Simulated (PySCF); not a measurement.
H₂Cl₂Si, charge +1, doublet, geometry from GFN2-xTB (a state made from the parent by changing its charge; the spin is typed, not shown lowest); R2SCAN/cc-pVDZ in PySCF.

Here is a job for PySCF.
```python
from pyscf import gto, scf, dft

mol = gto.M(
    atom='''
Si   -0.025752   -0.649818    0.028474
Cl    1.719951    0.296960    0.031048
Cl   -1.691219    0.428031   -0.062817
H    -0.093101   -1.563016    1.200824
H    -0.034800   -1.664367   -1.059403
''',
    basis='cc-pvdz',
    charge=1,
    spin=1,
    verbose=4,
)

mf = dft.UKS(mol)
mf.xc = 'r2scan'
mf.kernel()
```

Problem. What does PySCF print? Leave out banner, timings and long lists.

Solution. 
```
PySCF version 2.14.0

[INPUT] verbose = 4
[INPUT] num. atoms = 5
[INPUT] num. electrons = 49
[INPUT] charge = 1
[INPUT] spin (= nelec alpha-beta = 2S) = 1
[INPUT] symmetry False subgroup None
[INPUT] Mole.unit = angstrom
[INPUT] Symbol           X                Y                Z      unit          X                Y                Z       unit  Magmom
[INPUT]  1 Si    -0.025752000000  -0.649818000000   0.028474000000 AA   -0.048664227160  -1.227978050813   0.053808061671 Bohr   0.0
[INPUT]  2 Cl     1.719951000000   0.296960000000   0.031048000000 AA    3.250236337672   0.561173069951   0.058672216715 Bohr   0.0
[INPUT]  3 Cl    -1.691219000000   0.428031000000  -0.062817000000 AA   -3.195940726661   0.808861362824  -0.118706925967 Bohr   0.0
[INPUT]  4 H     -0.093101000000  -1.563016000000   1.200824000000 AA   -0.175935391923  -2.953672168313   2.269228483805 Bohr   0.0
[INPUT]  5 H     -0.034800000000  -1.664367000000  -1.059403000000 AA   -0.065762469135  -3.145197800764  -2.001981525543 Bohr   0.0

nuclear repulsion = 194.446075640575
number of shells = 21
number of NR pGTOs = 137
number of NR cGTOs = 64
basis = cc-pvdz
ecp = {}

******** <class 'pyscf.dft.uks.UKS'> ********
method = UKS
initial guess = minao
damping factor = 0
level_shift factor = 0
DIIS = <class 'pyscf.scf.diis.CDIIS'>
diis_start_cycle = 1
diis_space = 8
diis_damp = 0
SCF conv_tol = 1e-09
SCF conv_tol_grad = None
SCF max_cycles = 50
direct_scf = True
direct_scf_tol = 1e-13
number electrons alpha = 25  beta = 24
XC library pyscf.dft.libxc version 7.1.2
    S. Lehtola, C. Steigemann, M. J. T. Oliveira, and M. A. L. Marques,  SoftwareX 7, 1–5 (2018)
XC functionals = r2scan
    J. W. Furness, A. D. Kaplan, J. Ning, J. P. Perdew, and J. Sun,  J. Phys. Chem. Lett. 11, 8208–8215 (2020)
    J. W. Furness, A. D. Kaplan, J. Ning, J. P. Perdew, and J. Sun,  J. Phys. Chem. Lett. 11, 9248–9248 (2020)
    J. W. Furness, A. D. Kaplan, J. Ning, J. P. Perdew, and J. Sun,  J. Phys. Chem. Lett. 11, 8208–8215 (2020)
    J. W. Furness, A. D. Kaplan, J. Ning, J. P. Perdew, and J. Sun,  J. Phys. Chem. Lett. 11, 9248–9248 (2020)
radial grids:
    Treutler-Ahlrichs [JCP 102, 346 (1995); DOI:10.1063/1.469408] (M4) radial grids

becke partition: Becke, JCP 88, 2547 (1988); DOI:10.1063/1.454033
pruning grids: <function nwchem_prune>
grids dens level: 3
symmetrized grids: False
atomic radii adjust function: <function treutler_atomic_radii_adjust>
small_rho_cutoff = 0
Set gradient conv threshold to 3.16228e-05
tot grids = 76560
init E= -1211.33553577879

cycle= 1 E= -1210.657903194  delta_E= 0.678  |g|= 0.218  |ddm|= 1.31
cycle= 2 E= -1210.58086729599  delta_E= 0.077  |g|= 0.395  |ddm|= 0.616
cycle= 3 E= -1210.69336649032  delta_E= -0.112  |g|= 0.0426  |ddm|= 0.422
cycle= 4 E= -1210.69452902225  delta_E= -0.00116  |g|= 0.0161  |ddm|= 0.0655
cycle= 5 E= -1210.69475790915  delta_E= -0.000229  |g|= 0.00515  |ddm|= 0.0242
cycle= 6 E= -1210.69478409662  delta_E= -2.62e-05  |g|= 0.00147  |ddm|= 0.00778
cycle= 7 E= -1210.69476933109  delta_E= 1.48e-05  |g|= 0.00436  |ddm|= 0.00859
cycle= 8 E= -1210.69478678145  delta_E= -1.75e-05  |g|= 0.000245  |ddm|= 0.0069
cycle= 9 E= -1210.69478683076  delta_E= -4.93e-08  |g|= 9.19e-05  |ddm|= 0.000388
cycle= 10 E= -1210.69478683709  delta_E= -6.33e-09  |g|= 2.37e-05  |ddm|= 0.00011
cycle= 11 E= -1210.69478683732  delta_E= -2.36e-10  |g|= 1.91e-05  |ddm|= 5.27e-05
Extra cycle  E= -1210.69478683632  delta_E= 9.98e-10  |g|= 4.07e-05  |ddm|= 6.2e-05
converged SCF energy = -1210.69478683632  <S^2> = 0.75793426  2S+1 = 2.0079186
```
